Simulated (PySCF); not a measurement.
C5H7ClN2Si.
Atom-mapped SMILES: `[CH2:1]=[C:2]([Cl:3])[c:4]1[cH:5][n:6][cH:7][n:8]1[SiH3:9]`

Cartesian coordinates in Å at the GFN2-xTB level; atoms count from 1:
```
atom  x, y, z in Å
C1     2.739   -0.244   -0.035
C2     1.469   -0.407    0.325
Cl3    1.051   -1.705    1.401
C4     0.377    0.439   -0.080
C5     0.434    1.725   -0.573
N6    -0.816    2.184   -0.815
C7    -1.610    1.209   -0.483
N8    -0.961    0.109   -0.020
Si9   -1.770   -1.392    0.435
H10    3.516   -0.889    0.330
H11    3.019    0.543   -0.710
H12    1.293    2.340   -0.751
H13   -2.678    1.249   -0.557
H14   -1.149   -2.488   -0.297
H15   -3.126   -1.168   -0.070
H16   -1.793   -1.496    1.889
```

Definitions: NICS(0) = −σiso at the ring centroid; NICS(1) = −σiso and NICS(1)zz = −σzz at ±1 Å along the ring normal z. Level: GIAO PBE0/pcSseg-1 (PySCF, non-relativistic, gas phase) on the GFN2-xTB geometry, one conformer.

Ring bond lengths (Å), with Mayer bond orders in brackets: C4–C5 1.378 (1.50), C5–N6 1.353 (1.36), N6–C7 1.301 (1.62), C7–N8 1.358 (1.19), N8–C4 1.379 (1.02).

Q: What do the NICS probes read (ppm)?

A: 
```
          ring                                                 type  NICS(0)  NICS(1), two faces  NICS(1)zz, two faces  rms pucker (Å)  centre to ring atoms, mean (Å)
C4–C5–N6–C7–N8  5-membered ring with 2 N; formal bonds all aromatic    -10.8       -10.4 / -10.7         -26.6 / -27.5            0.00                            1.15
```

Q: What can be read from them?

A: 
- C4–C5–N6–C7–N8: mean NICS(1)zz -27.1 ppm, shielded. For a flat ring without four-coordinate atoms the NICS criterion counts such a value as aromatic.

Q: And the bond-length index? HOMA = 1 − mean of α(R − Ropt)² over the ring bonds, with Krygowski's 1993 parameters (CC: Ropt 1.388 Å, α 257.7 Å⁻²; CN: Ropt 1.334 Å, α 93.52 Å⁻²).

A: 
- C4–C5–N6–C7–N8: HOMA 0.92; the largest term is that of N8–C4, α(R − Ropt)² = 0.19. The geometric and the magnetic index point the same way.

Q: What is the mean of the two in-plane components of NICS at the first NICS(1) probe listed for ring C4–C5–N6–C7–N8, 1 Å off the ring?

A: The isotropic value is a third of the trace: (3 × -10.4 − (-26.6))/2 = -2.3 ppm.

Q: What are the shieldings of the ring atoms and their hydrogens in the same run (means over atoms taken as equivalent)?

A: 
```json
{"atoms": "C4", "environment": "substituted aromatic carbon", "σ isotropic (ppm)": "49.1", "principal values of the symmetric part, first atom (ppm)": "-20.7, 50.3, 117.6"}
{"atoms": "C5", "environment": "aromatic CH next to a ring nitrogen", "σ isotropic (ppm)": "47.7", "principal values of the symmetric part, first atom (ppm)": "-27.9, 45.1, 125.9"}
{"atoms": "N6", "environment": "pyridine-type nitrogen", "σ isotropic (ppm)": "-47.1", "principal values of the symmetric part, first atom (ppm)": "-262.9, -111.3, 232.9"}
{"atoms": "C7", "environment": "aromatic CH next to a ring nitrogen", "σ isotropic (ppm)": "39.3", "principal values of the symmetric part, first atom (ppm)": "-36.3, 53.5, 100.7"}
{"atoms": "N8", "environment": "pyrrole-type nitrogen", "σ isotropic (ppm)": "87.3", "principal values of the symmetric part, first atom (ppm)": "-10.5, 86.9, 185.5"}
{"atoms": "H12", "environment": "aromatic hydrogen", "σ isotropic (ppm)": "23.93", "principal values of the symmetric part, first atom (ppm)": "20.6, 23.8, 27.4"}
{"atoms": "H13", "environment": "aromatic hydrogen", "σ isotropic (ppm)": "24.45", "principal values of the symmetric part, first atom (ppm)": "20.1, 25.3, 27.9"}
```
